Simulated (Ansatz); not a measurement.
`[SiH3][SiH2]Br`, relaxed with RKS PBE-D4/def2-SVP in Ansatz 0.2.0 from a rough embedded geometry. The force threshold is 0.03 eV/Å; the program also tests the step.

The species carries charge 0 and has multiplicity 1.

Start:

```xyz
8

Si   -0.037   -1.128    0.028
Si   -0.130    1.106    0.049
Br    1.665    1.935   -0.892
H    -1.202   -1.732    0.660
H     1.134   -1.699    0.787
H     0.025   -1.726   -1.376
H    -1.295    1.619   -0.698
H    -0.161    1.624    1.442
```

(1) By how much does the energy fall, and how many steps does the optimiser take? (Estimate.)

(2) Which bonds change most? (Best estimate.)

(3) Give the relaxed structure. (Best estimate.)

Results:

(1) Ansatz gave: 17.30 kJ/mol, in 4 steps.

(2) Ansatz gave: Si1–Si2 from 2.236 to 2.350 Å; Si2–Br3 from 2.189 to 2.253 Å; Si1–H4 from 1.457 to 1.507 Å; Si2–H7 from 1.475 to 1.504 Å.

(3) Ansatz gave: 
```xyz
8

Si   -0.033   -1.215    0.027
Si   -0.134    1.133    0.060
Br    1.729    1.926   -0.927
H    -1.268   -1.780    0.681
H     1.182   -1.677    0.782
H     0.041   -1.700   -1.394
H    -1.328    1.649   -0.696
H    -0.188    1.663    1.467
```
